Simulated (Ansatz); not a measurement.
AlH5N2OSi (`N[SiH]1[NH][Al]1[OH]`), charge 0, multiplicity 1.

(1) Give a relaxed structure at PBE0-D4/def2-TZVP (Ansatz). (Estimate.)

## Answers

(1) The calculation gave: 
Cartesian coordinates in Å:
```
N 0.3513 -1.0447 -1.8424
Si -0.1351 -0.8648 -0.2145
N 0.9001 0.0713 0.8396
Al -0.5859 1.0360 1.0172
O -0.9301 2.4634 1.8602
H 0.5171 -0.2700 -2.4616
H 0.2348 -1.9155 -2.3322
H -0.4346 -2.2741 0.1759
H 1.8679 -0.0896 1.0864
H -1.7856 2.8881 1.8714
```
This is one stationary point; other conformers may exist.
